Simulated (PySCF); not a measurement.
trifluoro(fluorosilyloxy)silane (F4H2OSi2), SMILES F[SiH2]O[Si](F)(F)F.

The structure is a stationary point at PBE0-D3(BJ)/def2-SVP. One conformer was computed; it need not be the lowest.

Two levels are set side by side: PBE/def2-TZVP (PySCF) and ωB97X/def2-TZVP (PySCF). Same geometry, gas phase. Differences are taken from unrounded values.

```
quantity                      ωB97X    PBE  PBE minus ωB97X
---------------------------  ------  -----  ---------------
orbital gap (eV)              14.37   7.36            -7.01
highest occupied level (eV)  -12.37  -8.38             3.99
lowest empty level (eV)        2.00  -1.01            -3.02
dipole moment (D)              2.19   2.02            -0.17
mean polarisability (bohr³)    44.8   47.7              2.9
```

PBE's occupied levels lie high since its potential decays too fast outside the molecule; exact exchange lowers them and widens the gap. Loosely held outer electrons make PBE densities more polarisable. Differences between two approximate levels are no errors against the true value.

Rough cost on one machine, each run with all the roots and properties that it gave: ωB97X against PBE within a factor of 2.
